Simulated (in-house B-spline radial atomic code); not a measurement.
# Ionising the copper ion Cu³⁺ with different functionals

Computed with a radial B-spline atomic code at the basis-set limit: four-component Dirac-Coulomb Hamiltonian, Fermi nucleus of rms radius 3.8823 fm, spin-restricted, spherical fractional occupations for the functionals. The ionisation energy is the difference of two self-consistent energies, [Ar] 3d8 → [Ar] 3d7, without Breit or QED terms; ε is the level of the shell that loses the electron (mean over j). The electron is taken from both j subshells in proportion to 2j + 1, so the result is a j average, not the step between ground levels.

Hybrids are left out here: with spherical fractional occupations of an open shell their exact exchange keeps a self-interaction that integer-occupation calculations don't have.

```tsv
method	rung	ΔSCF (eV)	-ε(3d) (eV)
LDA VWN5	LDA	60.05	49.26
relativistic LDA	LDA	60.06	49.27
LDA PW92	LDA	60.04	49.25
LDA exchange-only	LDA	58.20	47.47
PBE	GGA	59.71	48.91
PBEsol	GGA	59.67	48.88
BLYP	GGA	59.68	48.90
RPBE	GGA	59.61	48.80
PW91	GGA	59.83	49.03
BP86	GGA	59.76	48.97
AM05	GGA	59.69	48.90
OLYP	GGA	59.98	49.11
```

How do they compare with the NIST value?

NIST lists 57.38 eV ± 0.05 (semi-empirical, ground level to ground level). Errors run from +0.82 to +2.68 eV. The correlated functionals all miss on the same side by more than they spread, so the cause is common to them (Breit-QED terms, spin polarisation, the choice among j levels, multiplet and fine-structure energies, or a listed next ion that isn't the cheapest removal here) and closeness doesn't rank the functionals.
